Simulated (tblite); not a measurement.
Input of a run (GFN2-xTB geometry optimisation, gas phase (tblite 0.8.0)), started from a force field or distance geometry:
```
{"job": {"kind": "relax", "xc": "GFN2-xTB", "basis": "xTB"}, "charge": 0, "multiplicity": 1}
C      2.273400     0.320800     0.050100
C      0.763700     0.283500     0.328700
C      0.038400     0.601800    -0.949900
P     -1.204300    -0.758900    -0.685100
C     -2.650900    -0.064300     0.275300
F     -2.453600    -0.098900     1.627800
F     -3.758400    -0.811700    -0.083200
F     -2.869800     1.211400    -0.210800
C      0.295600    -1.151900     0.338200
H      2.419900    -0.455500    -0.733800
H      2.536600     1.314400    -0.358200
H      2.869800     0.077600     0.932600
H      0.426500     0.909600     1.186600
H     -0.427700     1.619700    -0.976900
H      0.625000     0.392900    -1.857300
H      0.096400    -1.598900     1.340400
H      1.012400    -1.779500    -0.234600
```

Output (eV, eV/Å):
```
step      E/eV     max force
  0    -856.16070    3.064
  1    -856.51467    1.784
  2    -856.70786    1.164
  3    -856.79976    0.668
  4    -856.83043    0.373
  5    -856.85096    0.377
  6    -856.87755    0.478
  7    -856.90268    0.415
  8    -856.92446    0.332
  9    -856.94225    0.315
 10    -856.96031    0.422
 11    -856.97981    0.425
 12    -856.99674    0.283
 13    -857.00788    0.216
 14    -857.01614    0.235
 15    -857.02429    0.304
 16    -857.03198    0.238
 17    -857.03730    0.148
 18    -857.04035    0.114
 19    -857.04266    0.140
 20    -857.04525    0.148
 21    -857.04804    0.127
 22    -857.05055    0.121
 23    -857.05257    0.096
 24    -857.05433    0.100
 25    -857.05602    0.097
 26    -857.05764    0.080
 27    -857.05911    0.081
 28    -857.06035    0.085
 29    -857.06129    0.074
 30    -857.06200    0.059
 31    -857.06257    0.071
 32    -857.06306    0.061
 33    -857.06349    0.046
 34    -857.06388    0.052
 35    -857.06435    0.074
 36    -857.06501    0.104
 37    -857.06592    0.107
 38    -857.06709    0.107
 39    -857.06851    0.106
 40    -857.07016    0.129
 41    -857.07203    0.158
 42    -857.07390    0.129
 43    -857.07546    0.100
 44    -857.07674    0.088
 45    -857.07804    0.114
 46    -857.07930    0.120
 47    -857.08021    0.075
 48    -857.08061    0.087
 49    -857.08099    0.049
 50    -857.08125    0.043
 51    -857.08174    0.037
 52    -857.08196    0.035
 53    -857.08228    0.036
 54    -857.08256    0.034
 55    -857.08290    0.038
 56    -857.08324    0.047
 57    -857.08365    0.057
 58    -857.08414    0.058
 59    -857.08473    0.049
 60    -857.08528    0.046
 61    -857.08562    0.032
 62    -857.08576    0.020
 63    -857.08582    0.019
 64    -857.08587    0.018
 65    -857.08594    0.020
 66    -857.08604    0.025
 67    -857.08617    0.031
 68    -857.08634    0.038
 69    -857.08661    0.057
 70    -857.08700    0.073
 71    -857.08753    0.077
 72    -857.08803    0.051
 73    -857.08843    0.048
 74    -857.08878    0.058
 75    -857.08946    0.065
 76    -857.09019    0.070
 77    -857.09082    0.053
 78    -857.09113    0.079
 79    -857.09147    0.050
 80    -857.09176    0.045
 81    -857.09233    0.040
 82    -857.09261    0.048
 83    -857.09302    0.051
 84    -857.09355    0.047
 85    -857.09434    0.061
 86    -857.09497    0.071
 87    -857.09453    0.192
 88    -857.09604    0.077
 89    -857.09659    0.060
 90    -857.09745    0.054
 91    -857.09866    0.070
 92    -857.09922    0.061
 93    -857.09978    0.074
 94    -857.10021    0.037
 95    -857.10052    0.032
 96    -857.10076    0.028
 97    -857.10084    0.030
 98    -857.10101    0.026
 99    -857.10113    0.026
100    -857.10123    0.019
101    -857.10130    0.017
102    -857.10137    0.022
103    -857.10147    0.026
104    -857.10158    0.038
105    -857.10171    0.033
106    -857.10183    0.042
107    -857.10193    0.026
108    -857.10205    0.024
109    -857.10218    0.023
110    -857.10230    0.018
111    -857.10239    0.024
112    -857.10242    0.010
113    -857.10246    0.018
114    -857.10249    0.015
115    -857.10251    0.009
```

Question: Summarise the run.

Answer: The energy falls by 90.9 kJ/mol over 115 L-BFGS steps, the largest force on an atom goes from 3.06 to 0.009 eV/Å, and the atoms move by 0.464 Å rms after alignment. Among the bonds, C2–C3, C5–F7 and C5–F8 change most and about equally (-0.041 to +0.040 Å). Bonds longer at the end by more than 0.005 Å: 5 of 17; shorter: 11. Among the angles that change most is C5–P4–C9, from 114.8° to 96.4°. Among the dihedrals that turn most is C3–P4–C5–F7, from 152° to -157°. The energy rose by more than 1e-5 eV at step 87. The first step brought 38 % of the lowering.

Question: What are the final bond lengths?

Answer: C1–C2 1.518 Å, C2–C3 1.544 Å, C3–P4 1.870 Å, P4–C5 1.897 Å, C5–F6 1.343 Å, C5–F7 1.342 Å, C5–F8 1.342 Å, P4–C9 1.870 Å, C2–C9 1.544 Å, C1–H10 1.088 Å, C1–H11 1.088 Å, C1–H12 1.088 Å, C2–H13 1.091 Å, C3–H14 1.089 Å, C3–H15 1.090 Å, C9–H16 1.089 Å, C9–H17 1.090 Å. Numbering counts from 1 in the input's order; the species is `CC1CP(C(F)(F)F)C1`.

Hardware: AMD EPYC 9R45, one thread (shared host). Cost: 0.73 s wall.

Its GFN2-xTB frequencies are all real (lowest 22 cm⁻¹). One conformer, not necessarily the lowest.

The numbers are calculated, not measured.
